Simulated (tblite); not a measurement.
Species: C₄H₈F₂O₂S.
Bonds: C1–C2, C2–C3, C2–F4, C2–S5, S5–O6 (double), S5–O7 (double), S5–C8, C8–F9. Hydrogens: H10, H11, H12 on C1; H13, H14, H15 on C3; H16, H17 on C8.

Computed with GFN2-xTB (tblite), gas phase: nudged elastic band of 9 images (0 to 8), spring 0.2 eV/Å², climbing image at the end, force threshold 0.05 eV/Å. No saddle search or frequency run followed, so the top image need not be a first-order saddle, and its height can exceed the method's true barrier by a kcal/mol or more.

The band describes a rotation about C2–S5 (sp3 C–F carbon, sulfonyl sulfur), followed by the dihedral F4–C2–S5–C8, from the optimised start (41°) to a second optimised geometry at 167°.

**Question.** Give the energy profile along the converged band.

**Answer.** 
```json
{"image": "0", "dihedral (°)": "41", "E (kcal/mol)": "0.00", "C2–S5 (Å)": "1.868", "F4···C8 (Å)": "2.92", "largest true force (eV/Å)": "0.01"}
{"image": "1", "dihedral (°)": "56", "E (kcal/mol)": "0.48", "C2–S5 (Å)": "1.865", "F4···C8 (Å)": "3.11", "largest true force (eV/Å)": "0.03"}
{"image": "2", "dihedral (°)": "72", "E (kcal/mol)": "1.78", "C2–S5 (Å)": "1.869", "F4···C8 (Å)": "3.33", "largest true force (eV/Å)": "0.04"}
{"image": "3", "dihedral (°)": "88", "E (kcal/mol)": "3.50", "C2–S5 (Å)": "1.879", "F4···C8 (Å)": "3.55", "largest true force (eV/Å)": "0.04"}
{"image": "4", "dihedral (°)": "105", "E (kcal/mol)": "4.96", "C2–S5 (Å)": "1.890", "F4···C8 (Å)": "3.74", "largest true force (eV/Å)": "0.02"}
{"image": "5", "dihedral (°)": "121", "E (kcal/mol)": "5.41", "C2–S5 (Å)": "1.895", "F4···C8 (Å)": "3.90", "largest true force (eV/Å)": "0.02"}
{"image": "6", "dihedral (°)": "138", "E (kcal/mol)": "4.57", "C2–S5 (Å)": "1.891", "F4···C8 (Å)": "4.01", "largest true force (eV/Å)": "0.04"}
{"image": "7", "dihedral (°)": "155", "E (kcal/mol)": "3.20", "C2–S5 (Å)": "1.880", "F4···C8 (Å)": "4.07", "largest true force (eV/Å)": "0.04"}
{"image": "8", "dihedral (°)": "167", "E (kcal/mol)": "2.36", "C2–S5 (Å)": "1.875", "F4···C8 (Å)": "4.11", "largest true force (eV/Å)": "0.01"}
```

Barriers of this band. The top is image 5 at 121°: 5.41 kcal/mol forward and 3.05 kcal/mol back; the end lies 2.36 kcal/mol above the start. The central bond is 0.027 Å longer at the top than at the start.

Other torsions move too; by image: C2–S5–C8–F9 (60, 65, 68, 67, 66, 62, 55, 48, 35°).

**Question.** What rate follows at 298 K for crossing this barrier forward?

**Answer.** Taking the electronic barrier for the free energy of activation (no zero-point or entropy terms, transmission 1), rate = (kT/h)·exp(−ΔE/kT) ≈ 7 × 10^8 s⁻¹, whose inverse is 1 × 10^-9 s. An error of 1 kcal/mol in the barrier changes this by a factor of 5, and the method and the loose band can each miss by that much or more.

**Question.** How would the two end points share their population at 298 K, from these energies alone?

**Answer.** exp(−ΔE/kT) with ΔE = 0.102 eV gives 0.019 for the higher one (end) against 1 for the lower, without vibrational, rotational or degeneracy terms.

The cost below is that of the whole band run. On one thread of an AMD EPYC, shared host, this took 15 s and 0.19 GiB of memory at its peak.
